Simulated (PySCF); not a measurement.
Ligands exchanged one at a time, Ge OH-SH. Isolated molecules, 0 K electronic values unless said otherwise. One relaxed conformer stands for each flexible species; it need not be the lowest. Strings in code marks are SMILES.

Quantity: redistribution energy (mixed species minus the weighted end members), in kJ/mol.

Level 1: PBE-D3(BJ)/def2-TZVP // B3LYP-D3(BJ)/def2-TZVP (PySCF)
Level 2: PBE/6-31G* // B3LYP-D3(BJ)/def2-TZVP (PySCF)
Level 3: frozen-core MP2/6-31G* // B3LYP-D3(BJ)/def2-TZVP (PySCF)
Level 4: HF/3-21G // B3LYP-D3(BJ)/def2-TZVP (PySCF)

```
species                                               level 1  level 2  level 3  level 4
----------------------------------------------------  -------  -------  -------  -------
3 of 4 OH replaced by SH: `[SH][Ge]([SH])([SH])[OH]`     0.44    -5.24    -1.63     6.80
1 of 4 OH replaced by SH: `[SH][Ge]([OH])([OH])[OH]`     3.15    -2.13     1.42     5.98
2 of 4 OH replaced by SH: `[OH][Ge]([OH])([SH])[SH]`     4.49    -2.23     2.35     6.96
```
